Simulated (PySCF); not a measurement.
H₄F₂O₂Si₂, SMILES O[Si](F)(F)O[SiH3] (B3LYP/def2-SVP optimised geometry):

```
10

O     -1.094     0.862     0.000
Si    -0.515    -0.664     0.000
F     -0.934    -1.432     1.352
F      1.094    -0.664     0.000
O     -1.077    -1.444    -1.290
Si    -1.476    -2.505    -2.508
H     -0.845     1.444     0.727
H     -0.262    -2.805    -3.316
H     -2.511    -1.872    -3.368
H     -2.010    -3.761    -1.915
```

Method: PySCF with B3LYP/def2-TZVP.

Problem. What are the frontier orbital energies and the dipole moment?

Solution. HOMO-2 -9.94 eV, HOMO-1 -9.23 eV, HOMO -9.20 eV, LUMO -0.50 eV, LUMO+1 0.41 eV; dipole moment 0.86 D.

On the same geometry PBE/def2-TZVP (PySCF) gives HOMO-2 -8.41 eV, HOMO-1 -7.98 eV, HOMO -7.91 eV, LUMO -1.14 eV, LUMO+1 -0.14 eV; dipole moment 0.85 D.

Meta-Löwdin charges at B3LYP/def2-TZVP: O1 -0.74, Si2 1.75, F3 -0.50, F4 -0.50, O5 -0.83, Si6 0.79, H7 0.37, H8 -0.11, H9 -0.11, H10 -0.11.
